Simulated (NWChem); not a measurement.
BSiH4O3F; SMILES OB(O)O[SiH2]F

```xyz
10

Si    -0.1007    -1.4034    -0.4844
F      0.1971    -2.2058     0.9050
O      0.5235     0.1307    -0.3833
B      0.0133     1.3686     0.0272
O      0.8789     2.4055     0.2298
O     -1.3193     1.6091     0.2319
H     -1.5948    -1.3412    -0.6458
H      0.5853    -2.1211    -1.5961
H      1.7947     2.1173     0.0733
H     -1.8807     0.8388     0.0418
```
Atoms are numbered in this order, from 1.

All runs: NWChem. Coordinates come from a PBE-D3(BJ)/def2-SVP optimisation. Total energies compare along this basis series because the functional is fixed.

| level | basis functions | energy (Ha) | highest occupied level (eV) | orbital gap (eV) | dipole (D) |
|---|---|---|---|---|---|
| PBE/pcseg-1 | 108 | -641.9191 | -7.64 | 6.96 | 2.50 |
| PBE/aug-pcseg-1 | 178 | -641.9477 | -7.88 | 6.67 | 2.30 |
| PBE/pcseg-2 | 240 | -642.1821 | -7.81 | 6.81 | 2.38 |
| PBE/STO-3G | 38 | -633.6345 | -3.02 | 7.93 | 2.12 |
| PBE/def2-SVP | 108 | -641.6325 | (withheld) | (withheld) | (withheld) |

### Question
Complete the blanks.

### Answer

- PBE/def2-SVP, highest occupied level (eV): -7.35
- PBE/def2-SVP, orbital gap (eV): 7.07
- PBE/def2-SVP, dipole (D): 2.22
